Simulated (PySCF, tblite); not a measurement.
Isomers of C5H8O3, one GFN2-xTB conformer each. Single-point energies are computed at PBE0/pcSseg-1 (PySCF, gas phase, no added dispersion term), electronic only.

| SMILES | GFN2-xTB relative energy (kcal/mol) |
| --- | --- |
| C[C@H](O)/C=C/OC=O | 3.9 |
| C=C(OC)C(=O)OC | 0.0 |

Conformers: `[CH3:1][C@H:2]([OH:3])/[CH:4]=[CH:5]/[O:6][CH:7]=[O:8]` with C1–C2–O3–H -178°, C1–C2–C4–C5 -117°, C4–C5–O6–C7 -178°, C5–O6–C7–O8 0°; `[CH2:1]=[C:2]([O:3][CH3:4])[C:5](=[O:6])[O:7][CH3:8]` with C1–C2–O3–C4 0°, C1–C2–C5–O6 0°, C2–C5–O7–C8 180°.

Q: What does PBE0/pcSseg-1 give for the same structures?

A: 
| SMILES | PBE0/pcSseg-1 E (Eh) | PBE0/pcSseg-1 (kcal/mol) | GFN2-xTB (kcal/mol) | point group |
| --- | --- | --- | --- | --- |
| C[C@H](O)/C=C/OC=O | -420.47901 | 0.0 | 3.9 | C1 |
| C=C(OC)C(=O)OC | -420.47450 | 2.8 | 0.0 | Cs |

GFN2-xTB puts C=C(OC)C(=O)OC lowest instead. As drawn, the lower has an O–H bond, which the higher lacks.

Q: Which frontier levels, dipoles and rotational constants go with these structures?

A: 
```tsv
SMILES	HOMO (eV, PBE0/pcSseg-1)	LUMO (eV)	dipole (D)	A, B, C (MHz)
C[C@H](O)/C=C/OC=O	-7.49	-0.67	0.90	5743, 781.4, 765.1
C=C(OC)C(=O)OC	-7.04	-0.91	2.21	3904, 1414, 1052
```

Q: What happens when harmonic zero-point energies from GFN2-xTB frequencies are added?

A: 
| SMILES | ZPE (kcal/mol) | electronic (kcal/mol) | with ZPE (kcal/mol) |
| --- | --- | --- | --- |
| C[C@H](O)/C=C/OC=O | 77.4 | 0.0 | 0.0 |
| C=C(OC)C(=O)OC | 77.4 | 2.8 | 2.8 |

The zero-point energies span 0.0 kcal/mol. The order is unchanged.
